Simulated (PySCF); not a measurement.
C2H3, SMILES [CH2+][CH] (connectivity only; charge and spin as stated), charge +1, multiplicity 1.

Coordinates come from a B3LYP-D3(BJ)/def2-TZVP optimisation.

Two levels are set side by side: PBE/def2-TZVPD (PySCF) and M06-2X/def2-TZVPD (PySCF). Same geometry, gas phase. Differences are taken from unrounded values.

```tsv
quantity	M06-2X
orbital gap (eV)	8.39
highest occupied level (eV)	-18.24
lowest empty level (eV)	-9.85
mean polarisability (bohr³)	18.2
```

What does PBE give, and how far is it from M06-2X? (An estimate is asked for; the answer gives what the named calculation found.)


```
quantity                        PBE  PBE minus M06-2X
---------------------------  ------  ----------------
orbital gap (eV)               3.30             -5.09
highest occupied level (eV)  -15.61              2.63
lowest empty level (eV)      -12.31             -2.46
mean polarisability (bohr³)    18.4               0.2
```

Without exact exchange PBE keeps part of each electron's self-repulsion, which lifts occupied levels and narrows the gap. Differences between two approximate levels are no errors against the true value.

Rough cost on one machine, each run with all the roots and properties that it gave: M06-2X against PBE about 4 times.
